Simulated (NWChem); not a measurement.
Si$_{2}$H$_{4}$OF$_{2}$; SMILES O[Si](F)(F)[SiH3]

```xyz
9

O      1.6177     0.8518     0.0037
Si     0.0413     0.4049    -0.0014
F     -0.7104     1.0484    -1.2821
F     -0.7192     1.0503     1.2730
Si    -0.1173    -1.9136     0.0000
H      1.8430     1.7882     0.0047
H      0.5300    -2.4511     1.2323
H     -1.5576    -2.3036    -0.0213
H      0.5674    -2.4554    -1.2100
```
Atoms are numbered in this order, from 1.

Program: NWChem. Pople sets run with spherical d functions. Coordinates come from a PBE0/def2-SVP optimisation. Vzz is the largest principal value of the second derivative of the potential at the nucleus (NWChem prints the opposite sign); η is the asymmetry. Non-relativistic.

For level Hartree-Fock/def2-TZVP:

- Vzz O1 (a.u.): 1.448

Problem. How do the values read with level PBE/6-31G* instead?

Solution. The vzz O1 (a.u.) comes out as 1.344.
